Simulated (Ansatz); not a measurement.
Pd3H5. Total charge 0; doublet. Geometry PBE-D4/def2-SVP; atoms count from 1.

```xyz
8

Pd    0.586    0.690    1.162
Pd   -0.875   -0.068   -0.977
Pd    0.597   -1.865    0.511
H    -0.229   -1.695   -0.936
H     1.531   -0.427    0.428
H    -1.186    1.540   -1.510
H     1.499    0.529    2.419
H    -1.923    1.296   -1.097
```

In the def2 sets Pd takes a core potential; there is no spin–orbit coupling. In the doublet, H6 and H8 lie 0.88 Å apart (atoms count from 1), so H2 has formed as a molecule. Another isomer (doublet) lies 0.05 eV lower at PBE0-D4/def2-TZVP; other spin states weren't run for this one.

(1) Estimate the Mulliken populations from the PBE0/def2-TZVP orbitals of Ansatz.

(2) Where does the spin sit?

(3) And the Mayer bond orders between heavy atoms (over 0.3)?

Answers

(1) 
```csv
atom,charge (e),spin (α − β),d electrons
Pd1,-0.15,0.31,9.12
Pd2,-0.09,0.03,9.33
Pd3,0.01,0.47,9.21
H4,-0.01,0.10,–
H5,0.16,-0.02,–
H6,0.04,0.00,–
H7,0.00,0.11,–
H8,0.04,0.00,–
```
Mulliken values depend strongly on the basis.

(2) Summed by element: Pd 0.81, H 0.19, of 1 unpaired in all. Largest on single atoms: Pd3 0.47, Pd1 0.31, H7 0.11.

(3) Pd1–Pd2 0.40 (2.70 Å); Pd1–Pd3 0.58 (2.64 Å); Pd2–Pd3 0.33 (2.76 Å).
